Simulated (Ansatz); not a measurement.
Start from `C[S][Ga]([OH])[F]` and change one atom or group to get `[OH][Ga]([F])[F]`.

Ansatz, PBE0-D4/def2-TZVP geometries, multiplicity 1. Each molecule was computed in one conformer, which needn't be the lowest.

Scalar relativity is left out up to krypton.

```json
{"property": "size of the dipole moment (B3LYP/def2-TZVPP) / D", "`C[S][Ga]([OH])[F]`": "2.21"}
{"property": "zero-point energy (PBE0-D4/def2-TZVP) / kJ/mol", "`C[S][Ga]([OH])[F]`": "144.2"}
{"property": "HOMO energy (PBE/def2-TZVPP) / eV", "`C[S][Ga]([OH])[F]`": "-6.28"}
{"property": "HOMO–LUMO gap (PBE/def2-TZVPP) / eV", "`C[S][Ga]([OH])[F]`": "4.32"}
{"property": "size of the dipole moment (ωB97M-V/def2-TZVPP) / D", "`C[S][Ga]([OH])[F]`": "2.13"}
{"property": "HOMO–LUMO gap (B3LYP/def2-TZVPP) / eV", "`C[S][Ga]([OH])[F]`": "5.91"}
```

Question: Give the same properties after the change, and the shifts. (Estimate.)

Answer: The calculation gave: 
| property | `[OH][Ga]([F])[F]` | shift |
| --- | --- | --- |
| size of the dipole moment (B3LYP/def2-TZVPP) / D | 2.05 | -0.16 |
| zero-point energy (PBE0-D4/def2-TZVP) / kJ/mol | 46.9 | -97.3 |
| HOMO energy (PBE/def2-TZVPP) / eV | -8.24 | -1.96 |
| HOMO–LUMO gap (PBE/def2-TZVPP) / eV | 5.46 | 1.14 |
| size of the dipole moment (ωB97M-V/def2-TZVPP) / D | 2.02 | -0.11 |
| HOMO–LUMO gap (B3LYP/def2-TZVPP) / eV | 7.53 | 1.62 |

With PBE0 the HOMO falls by 2.47 eV and the LUMO falls by 0.75 eV, so the gap widens by about 1.72 eV. PBE moves the HOMO by -1.96 eV and ωB97M-V by -2.78 eV. The zero-point energy changes by -97.3 kJ/mol with -12 modes. Dipoles are sizes alone; their direction can turn.

Positive LUMOs are unbound, so they and the gaps depend on the basis.

B3LYP here is the variant with VWN-RPA as its local correlation; programs differ in this.
